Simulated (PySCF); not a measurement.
C₄H₅Si, SMILES [C]1=C[SiH2]C=C1, multiplicity 2.

Geometry optimised at B3LYP-D3(BJ)/def2-SVP. The isomer is the one that the SMILES or the coordinates give; other isomers of the formula were not compared.

These are SMD-ωB97X/6-31G* run with PySCF values and carry that method's errors.

Solvation free energies are E(SMD) − E(gas) at the gas-phase geometry, for 1 M in both phases. In vacuum the dipole moment is 0.68 D.

Estimate the solvation free energies in water, ethylethanoate, cyclohexanone. (The exact figures need the calculation; the answer reports its results.)


```
solvent         ΔG(solv) (kcal/mol)  its non-electrostatic (CDS) part  dipole (D)
--------------  -------------------  --------------------------------  ----------
water                           1.6                               4.1        0.94
ethylethanoate                 -2.1                              -0.2        0.87
cyclohexanone                  -1.6                               0.7        0.91
```
